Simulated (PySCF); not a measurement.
Below is a simulated gas-phase N 1s photoelectron spectrum of `N1[SiH](N[SiH2]N[SiH2]1)/C=N/C`.

Every computed line was given a Gaussian of 0.8 eV full width at half maximum and an area set by the number of equivalent atoms; the highest printed point is 100. Computed, not measured: delta-SCF UKS SCAN, pcX-2 on the ionised atom, pcseg-1 elsewhere, spin-free X2C in PySCF.

binding energy (eV), intensity and a bar:
```
    402.3          0 
    402.4          1 
    402.5          1 
    402.6          3 #
    402.7          6 ##
    402.8         12 ####
    402.9         20 ######
    403.0         32 ##########
    403.1         47 ##############
    403.2         63 ###################
    403.3         79 ########################
    403.4         91 ###########################
    403.5         98 ##############################
    403.6        100 ##############################
    403.7         96 #############################
    403.8         89 ###########################
    403.9         79 ########################
    404.0         68 ####################
    404.1         58 #################
    404.2         50 ###############
    404.3         44 #############
    404.4         42 ############
    404.5         42 #############
    404.6         43 #############
    404.7         44 #############
    404.8         43 #############
    404.9         39 ############
    405.0         33 ##########
    405.1         26 ########
    405.2         19 ######
    405.3         12 ####
    405.4          7 ##
    405.5          4 #
    405.6          2 #
    405.7          1 
    405.8          0 
    405.9          0
```

Q: How many maxima does the curve show, and how many computed lines lie under it?

A: The curve has 2 maxima (at 403.6 and 404.7 eV). Under it lie 3 lines from 3 inequivalent nitrogen sites. At this width some lines have no maximum of their own.

Q: Decompose the envelope and assign each component. Numbering: `[CH3:1]/[N:2]=[CH:3]/[SiH:4]1[NH:5][SiH2:6][NH:7][SiH2:8][NH:9]1`.

A: 
```json
{"position (eV)": "403.47", "relative area": "2", "line": "N 1s", "atoms": "N5/N9", "environment": "nitrogen bridging silicon atoms"}
{"position (eV)": "403.96", "relative area": "1", "line": "N 1s", "atoms": "N7", "environment": "nitrogen bridging silicon atoms"}
{"position (eV)": "404.77", "relative area": "1", "line": "N 1s", "atoms": "N2", "environment": "C=N nitrogen"}
```

Q: What are the centre and the root-mean-square width of the whole band?

A: The area-weighted mean of the lines is 403.92 eV. Their own spread about it is 0.53 eV (rms) and each Gaussian has σ = 0.8/2.355 = 0.34 eV; the variances add, which gives 0.63 eV.

Lowest listed N 1s: N5/N9, bonded to H and 2 Si. Highest, 1.30 eV above it: N2, bonded to C (double bond) and C. Summing the Pauling electronegativity differences to the bonded atoms, each weighted by its formal bond order, gives -3.12 for the lowest site and -1.47 for the highest; no listed site has a larger sum than the highest.

Shake-up satellites, vibrational structure and lifetime widths aren't simulated. One atom of each set of topologically equivalent atoms was ionised and stands for the set; in this conformer not all members are related by symmetry, and their own values weren't computed. The structure is a single PBE0-D3(BJ)/def2-SVP conformer in the gas phase; no vibrational or solvent corrections.

On one thread, AMD EPYC 7R43 (x86_64), on a shared host, this took 5.0 min and 0.61 GiB of memory at its peak.
